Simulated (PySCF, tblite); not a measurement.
Species: C6H11FS2Si.
Z-matrix (Å and degrees, GFN2-xTB geometry), rows numbered from 1:
```
F 
C   1  1.3738
S   2  1.8323  1  109.15
C   3  1.8116  2   99.86  1   -50.76
S   4  1.8237  3  115.75  2   -72.74
Si  5  2.1492  4   98.58  3    63.06
C   2  1.5210  1  110.24  3  -125.10
C   7  1.5126  2  109.42  1   -69.66
C   8  1.4994  7  120.16  2   -84.00
C   8  1.4966  7  119.46  2  -154.43
H   2  1.0963  1  106.77  3   113.06
H   4  1.0867  3  105.87  2   169.28
H   4  1.0872  3  108.43  2    50.85
H   6  1.4597  5  108.82  4    71.46
H   6  1.4517  5  104.55  4  -164.80
H   7  1.0948  2  106.44  1   172.85
H   8  1.0831  7  113.32  2    61.13
H   9  1.0792  8  118.51 10  -108.22
H   9  1.0797  8  118.27 10   107.75
H  10  1.0788  8  118.66  9   108.44
H  10  1.0793  8  117.79  9  -107.89
```

Level of theory: PBE0/pcSseg-1 in PySCF (dipole) on a GFN2-xTB geometry, gas phase.

Masses are those of the commonest isotopes; rigid-rotor values at the optimised geometry. The values belong to one conformer with, in the numbering `[F:1][C@@H:2]1[S:3][CH2:4][S:5][SiH2:6][C@@H:7]1[CH:8]1[CH2:9][CH2:10]1`, Si6–C7–C8–C9 153°, F1–C2–S3–C4 -51°, C2–S3–C4–S5 -73°, S3–C4–S5–Si6 63°, C4–S5–Si6–C7 -48°.

Question: What are A, B and C (GHz)?

Answer: Ia = 383.77, Ib = 782.88, Ic = 992.58 u·Å²; 505379 MHz·u·Å²/I gives 1317, 645.5 and 509.2 MHz, that is A = 1.3169, B = 0.6455, C = 0.5092 GHz.

Question: Classify the top.

Answer: An asymmetric top; Ray's κ = -0.662.

Question: Is it planar, by Δ = Ic − Ia − Ib?

Answer: Not planar: Δ = Ic − Ia − Ib = -174.07 u·Å². For a rigid frame Δ = −2 Σ m c², so Σ m c² = 87.03 u·Å² lies off the ab plane: 12.74 from hydrogen and 74.29 from heavier atoms. The atom farthest from that plane is 1.86 Å away.

Question: Give the other two planar moments, Paa and Pbb, and the rms extents of the mass along the axes.

Answer: Paa = Σ m a² = (Ib + Ic − Ia)/2 = 695.85 and Pbb = Σ m b² = (Ia + Ic − Ib)/2 = 296.73 u·Å². With the mass M = 194.01 u, the rms extents √(P/M) along a, b and c are 1.89, 1.24, 0.67 Å.

Question: Give the coordinates in the principal-axis frame, origin at the centre of mass.

Answer: The sense of each axis is arbitrary; atoms in the order of the calculation.
```csv
atom,mass (u),a (Å),b (Å),c (Å)
F1,18.998,-0.074,-1.297,1.513
C2,12.000,-0.272,-1.268,0.153
S3,31.972,1.321,-1.586,-0.693
C4,12.000,2.370,-0.377,0.155
S5,31.972,2.086,1.369,-0.289
Si6,27.977,0.060,1.551,0.403
C7,12.000,-0.920,0.046,-0.256
C8,12.000,-2.346,0.082,0.247
C9,12.000,-3.441,-0.564,-0.548
C10,12.000,-3.355,0.931,-0.461
H11,1.008,-0.903,-2.130,-0.093
H12,1.008,3.390,-0.612,-0.136
H13,1.008,2.244,-0.505,1.228
H14,1.008,0.058,1.542,1.863
H15,1.008,-0.427,2.773,-0.211
H16,1.008,-0.930,0.059,-1.350
H17,1.008,-2.422,0.021,1.326
H18,1.008,-4.236,-1.065,-0.017
H19,1.008,-3.184,-1.033,-1.486
H20,1.008,-4.091,1.458,0.126
H21,1.008,-3.032,1.470,-1.339
```

Question: List the rotational levels J(Ka,Kc) to J = 4 (K).

Answer: Above 0(0,0), as E/k:
J = 1: 1(0,1) 0.055, 1(1,1) 0.088, 1(1,0) 0.094
J = 2: 2(0,2) 0.165, 2(1,2) 0.192, 2(1,1) 0.212, 2(2,1) 0.308, 2(2,0) 0.309
J = 3: 3(0,3) 0.328, 3(1,3) 0.348, 3(1,2) 0.387, 3(2,2) 0.474, 3(2,1) 0.479, 3(3,1) 0.652, 3(3,0) 0.653
J = 4: 4(0,4) 0.542, 4(1,4) 0.555, 4(1,3) 0.620, 4(2,3) 0.695, 4(2,2) 0.708, 4(3,2) 0.876, 4(3,1) 0.876, 4(4,1) 1.123, 4(4,0) 1.123

Question: Which types of transition are allowed, and where do some lines up to J = 2 fall?

Answer: The dipole components are |μa| = 2.21 D, |μb| = 0.08 D, |μc| = 0.10 D. The squared components, which scale the intensities, stand as 1.00 : 0.00 : 0.00 (a : b : c). Some lines, for components of 0.1 D or more:

```tsv
type	branch	J(Ka,Kc)	MHz	lower level (cm⁻¹)
a	Q	2(1,1) ← 2(1,2)	409	0.133
c	Q	2(1,2) ← 2(0,2)	554	0.115
c	Q	1(1,1) ← 1(0,1)	671	0.039
a	R	1(0,1) ← 0(0,0)	1155	0.000
c	R	1(1,0) ← 0(0,0)	1962	0.000
c	Q	2(2,1) ← 2(1,1)	2014	0.147
a	R	2(1,2) ← 1(1,1)	2173	0.061
a	R	2(0,2) ← 1(0,1)	2291	0.039
a	R	2(1,1) ← 1(1,0)	2446	0.065
c	R	2(1,1) ← 1(0,1)	3254	0.039
c	R	2(2,0) ← 1(1,0)	4479	0.065
c	R	2(2,1) ← 1(1,1)	4596	0.061
```

Its GFN2-xTB frequencies are all real (lowest 59 cm⁻¹). Constants of a rigid frame at the computed geometry: no zero-point averaging, no centrifugal distortion.

Time: 73 s wall (grids of density and orbitals included); peak memory 1.1 GiB. Hardware: Intel Xeon Platinum 8488C, one thread, no GPU, on a shared host. This is the PBE0/pcSseg-1 job that gave the dipole, with the shieldings it also computed.
